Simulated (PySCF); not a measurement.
Al(Cl)2(SMe) (CH3AlCl2S), SMILES C[S][Al]([Cl])[Cl]. Atoms are numbered in the order given.

```xyz
8

Al     0.0805    -0.0127     0.3784
Cl     0.1164    -0.8360     2.3113
Cl     0.9378     1.8859     0.0321
S     -0.8443    -1.1359    -1.2315
C     -0.6189    -0.0163    -2.6837
H     -0.1108     0.9264    -2.4079
H     -1.6175     0.2129    -3.1003
H     -0.0166    -0.5497    -3.4427
```

Coordinates come from a PBE-D3(BJ)/def2-SVP optimisation. The structure was generated by enumeration; whether it is a known compound was not checked. One conformer was computed; it need not be the lowest.

Computed with TDA-PBE/def2-SVPD (PySCF).

Vertical excitations. The molecule is in vacuum.

```tsv
state	energy (eV)	λ (nm)	f	main pairs
S1	4.51	275	0.016	HOMO→LUMO 99 %
S2	5.19	239	0.033	HOMO→LUMO+1 79 %, HOMO−1→LUMO 19 %
S3	5.57	223	0.002	HOMO→LUMO+2 97 %
S4	6.03	206	0.039	HOMO−2→LUMO 80 %, HOMO−1→LUMO 15 %
S5	6.07	204	0.002	HOMO−1→LUMO+1 95 %
S6	6.15	202	0.237	HOMO−1→LUMO 58 %, HOMO−2→LUMO 19 %, HOMO→LUMO+1 12 %
S7	6.23	199	0.000	HOMO−3→LUMO 99 %
S8	6.31	196	0.000	HOMO−2→LUMO+1 99 %
S9	6.50	191	0.018	HOMO−4→LUMO 98 %
S10	6.63	187	0.007	HOMO→LUMO+3 99 %
T1	4.21	295	0	HOMO→LUMO 99 %
T2	4.41	281	0	HOMO→LUMO+1 98 %
T3	5.09	244	0	HOMO→LUMO+2 99 %
T4	5.36	231	0	HOMO−1→LUMO 97 %
```
Triplets are in the Tamm–Dancoff approximation.
